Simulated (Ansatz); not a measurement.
`C[Si]F` and `C[Si]Br` differ in one atom or group.

Ansatz, PBE0-D4/def2-TZVP geometries, multiplicity 1. 

Scalar relativity is left out up to krypton.

```json
{"property": "HOMO–LUMO gap (ωB97M-V/def2-TZVPP) / eV", "`C[Si]F`": "8.63"}
{"property": "HOMO energy (B3LYP/def2-TZVPP) / eV", "`C[Si]F`": "-6.44"}
{"property": "LUMO energy (PBE0/def2-TZVPP) / eV", "`C[Si]F`": "-2.11"}
{"property": "HOMO energy (PBE0/def2-TZVPP) / eV", "`C[Si]F`": "-6.61"}
{"property": "size of the dipole moment (PBE/def2-TZVPP) / D", "`C[Si]F`": "1.50"}
{"property": "size of the dipole moment (B3LYP/def2-TZVPP) / D", "`C[Si]F`": "1.52"}
```

(1) What does the change do to each property? (Estimate.)

Results:

(1) Ansatz gave: 
| property | `C[Si]Br` | shift |
| --- | --- | --- |
| HOMO–LUMO gap (ωB97M-V/def2-TZVPP) / eV | 8.09 | -0.54 |
| HOMO energy (B3LYP/def2-TZVPP) / eV | -6.51 | -0.07 |
| LUMO energy (PBE0/def2-TZVPP) / eV | -2.63 | -0.52 |
| HOMO energy (PBE0/def2-TZVPP) / eV | -6.68 | -0.07 |
| size of the dipole moment (PBE/def2-TZVPP) / D | 1.79 | 0.29 |
| size of the dipole moment (B3LYP/def2-TZVPP) / D | 1.87 | 0.35 |

With PBE0 the HOMO falls by 0.07 eV and the LUMO falls by 0.52 eV, so the gap narrows by about 0.45 eV. PBE moves the HOMO by -0.13 eV and ωB97M-V by -0.04 eV. Dipoles are sizes alone; their direction can turn.

B3LYP here is the variant with VWN-RPA as its local correlation; programs differ in this.

Spin–orbit coupling is left out; it splits and shifts lone-pair levels of the heavy atoms by tenths of an eV.
